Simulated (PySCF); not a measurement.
# UHF on O²⁺ (oxygen, charge +2)

Configuration: [He] 2s2 2p2, high-spin 3P determinant. All numbers are calculated (PySCF 2.14, the spin-free X2C one-electron Hamiltonian (Gaussian nucleus), in aug-cc-pVDZ-DK).

```json
{
 "Total energy": "-73.136229 hartree",
 "One-electron energy": "-92.6084 hartree",
 "Hartree (Coulomb) energy": "26.8061 hartree",
 "Exchange energy": "-7.3340 hartree",
 "⟨S²⟩": "2.0046",
 "⟨L²⟩": "2.007",
 "Sum of ⟨r⟩": "4.452 bohr",
 "Sum of ⟨r²⟩": "5.113 bohr²",
 "Traceless quadrupole moment −½Σ⟨3z² − r²⟩ along its main axis": "0.486 e·bohr²",
 "Langevin diamagnetic susceptibility": "-4.05 ×10⁻⁶ cm³/mol",
 "Time after the integrals": "0.05 s of wall time on 1 thread of Neoverse-V2 (shared host)"
}
```

```
shell  electrons  mean orbital energy (eV)  rms radius, mean of both spins (bohr)
 1s α          1                   -608.20                                  0.230
 1s β          1                   -605.34                                  0.230
 2s α          1                   -72.848                                   1.14
 2s β          1                   -62.451                                   1.14
 2p α          2                   -55.715                                   1.10
```
